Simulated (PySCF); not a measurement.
Z-matrix (Å, degrees):
```
Zr
N 1 2.0595
H 2 1.0271 1 129.43
H 2 1.0295 3 107.57 1 173.50
N 1 2.0600 2 109.92 3 -107.13
H 5 1.0271 1 129.59 2 -10.67
H 5 1.0295 6 107.57 1 -175.21
N 1 2.0610 2 109.56 3 12.12
H 8 1.0273 1 129.25 2 104.24
H 8 1.0293 9 107.48 1 -172.93
N 1 2.0613 2 108.50 3 132.29
H 11 1.0273 1 129.47 2 134.16
H 11 1.0293 12 107.46 1 174.28
```
Charge 0, multiplicity 1.

Question: Estimate the HOMO, total energy and LUMO that TPSSh-D3(BJ)/def2-TZVP // BP86-D3(BJ)/def2-SVP run with PySCF returns for this input.

Answer: 
| Property | Value |
|---|---|
| HOMO | -5.93 eV |
| total energy | -271.1372 Ha |
| LUMO | -0.36 eV |
